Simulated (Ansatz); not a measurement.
Reaction (formal exchange of groups at the Al–C bond): `F[CH]([SiH3])[AlH][SiH3]` + CH₄ → `[CH3][AlH][SiH3]` + `FC[SiH3]`

Isolated molecules relaxed with PBE0-D4/def2-TZVP in Ansatz; ΔE leaves out vibrations. CCSD(T)/CBS is the MP2 limit (def2-TZVPP, def2-QZVPP) plus CCSD(T) − MP2 in def2-TZVPP, frozen cores. This one scheme is used for every species. DFT in def2-TZVPP. B3LYP here is the variant with VWN-RPA as its local correlation; programs differ in this. One conformer a species, not always the lowest.

```json
{"level": "B3LYP-D4", "ΔE (kJ/mol)": "3.1"}
{"level": "MP2/def2-TZVPP", "ΔE (kJ/mol)": "-2.0"}
```

Problem. What does CCSD(T)/CBS give? (Estimate.)

Solution. Ansatz gave: -0.1 kJ/mol. The listed levels differ from it by 3.2, -1.9 kJ/mol.

Largest T1 diagnostic among the species: 0.013.

The D4 term adds +8.4 kJ/mol with B3LYP and +4.9 kJ/mol with PBE0; it sums over pairs of atoms, weighted by their polarisabilities, and B3LYP, whose exchange is more repulsive, gets the larger term. In def2-TZVPP, CCSD(T) changes the Hartree–Fock value by +12.0 kJ/mol (the triples alone add +2.7 kJ/mol) and MP2 by +11.6 kJ/mol. From PBE to PBE0 (25 % exact exchange), in def2-TZVPP and without D4, ΔE moves by −3.6 kJ/mol.
